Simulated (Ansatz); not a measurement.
`C[SiH2]O[SiH3]` → CH₄ + `[SiH]O[SiH3]` at 700 K and 1 bar (silylene formation by 1,1-elimination).

Calculated with Ansatz (gas phase, PBE0-D4/def2-TZVP geometries, no zero-point term in ΔE). CCSD(T)/CBS is the MP2 limit (def2-TZVPP, def2-QZVPP) plus CCSD(T) − MP2 in def2-TZVPP, frozen cores. This one scheme is used for every species. One conformer a species, not always the lowest.

```tsv
species	CCSD(T)/CBS energy (Eh)	H − E (kJ/mol)	S (J/(mol·K))
`C[SiH2]O[SiH3]`	-696.28988	305.1	500.8
CH₄	-40.46206	145.9	224.0
`[SiH]O[SiH3]`	-655.75389	152.2	389.3
```

H − E and S are ideal-gas, rigid-rotor, harmonic terms from PBE0-D4/def2-TZVP, for one conformer and one mirror image of each species. 1 Eh = 2625.50 kJ/mol, R = 8.31446 J/(mol·K).

**Question.** By hand: ΔE, ΔH, ΔS and ΔG.

**Answer.** ΔE = (-40.46206) + (-655.75389) − (-696.28988) = 0.07393 Eh = 194.1 kJ/mol. Δ(H − E) = 145.9 + 152.2 − 305.1 = -7.0, so ΔH = 187.1 kJ/mol. ΔS = 224.0 + 389.3 − 500.8 = 112.5 J/(mol·K). ΔG = 187.1 − 700 × (112.5)/1000 = 108.3 kJ/mol.

**Question.** By hand: the equilibrium constant, and the temperature at which ΔG would vanish if ΔH and ΔS stayed fixed.

**Answer.** log₁₀ K = −ΔG/(RT ln 10) = -8.1. ΔG = 0 at ΔH/ΔS = 1663 K.

The number of gas molecules changes by +1, which sets the sign of ΔS. A doubt of 5 kJ/mol in ΔE shifts log₁₀ K by 0.4 here. Other conformers and mirror images would add mixing entropy, several J/(mol·K) or more a flexible species. Modes under 60 cm⁻¹, often nearly free rotors, make the harmonic entropy too high. These are equilibria of isolated gas molecules and say nothing of rates. Largest T1 diagnostic: 0.014 (customary marks: 0.02 for closed shells, 0.045 for open ones).
